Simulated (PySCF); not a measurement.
Radial density of Co⁺ (cobalt, charge +1)

UHF, [Ar] 3d8, high-spin 3F determinant. All numbers are calculated (PySCF 2.14, the non-relativistic Hamiltonian (point nucleus), in pcseg-2).

```
r (bohr)  4πr²ρ (e/bohr)  4πr²(ρα − ρβ)
 0.00110          0.1925         0.0000
 0.00185          0.5232         0.0000
 0.00312           1.382         0.0000
 0.00525           3.486         0.0000
 0.00883           8.130         0.0000
  0.0148           16.64         0.0000
  0.0250           27.45         0.0001
  0.0420           32.36         0.0010
  0.0707           26.72         0.0058
   0.119           29.22         0.0356
   0.200           35.77         0.2179
   0.336           18.01         0.9084
   0.566           17.59         1.8587
   0.951           13.47         1.5384
    1.60           3.247         0.5278
    2.69          0.3953         0.0523
    4.53         0.01405        -0.0002
```
